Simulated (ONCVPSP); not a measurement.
V: excitation energies, all-electron against ONCV

V, optimised norm-conserving Vanderbilt (ONCV), made with ONCVPSP 4.0.1 (LDA (Perdew-Wang 92), scalar-relativistic). Core [Ne], reference 3s2 3p6 3d3.5 4s1.5. Waves: 3s+4s: rc 1.30 bohr, ncon 3, nbas 7, qcut 7.1 1/bohr, 2 projectors; 3p: rc 1.35 bohr, ncon 5, nbas 9, qcut 9.1 1/bohr, 2 projectors, debl 2.7 Ha; 3d: rc 1.40 bohr, ncon 4, nbas 8, qcut 13.3 1/bohr, 3 projectors, debl 2.4 Ha. Local part: polynomial inside 1.10 bohr (lpopt 1, dvloc0 -1 Ha). Core correction: Teter function, fcfact 4, rcfact 1.35.

Energies are relative to the spin-unpolarised reference configuration 3s2 3p6 3d3.5 4s1.5; without spin polarisation the order of configurations can differ from experiment.

| valence configuration | charge | ΔE all-electron (eV) | error AE − PS (meV) |
| --- | --- | --- | --- |
| 3s2 3p6 3d3 4s2 | 0 | -0.024 | +2.1 |
| 3s2 3p6 3d3 4s0 | +2 | 22.449 | -1.5 |

(1) What are ΔE and the potential's error for 3s2 3p6 3d3 4s1?

(2) What are ΔE and the potential's error for 3s2 3p5 3d3 4s2?

Answers

(1) ΔE = 7.910 eV all-electron; the error (AE − PS) is +0.5 meV.

(2) ΔE = 50.867 eV all-electron; the error (AE − PS) is -2.0 meV.
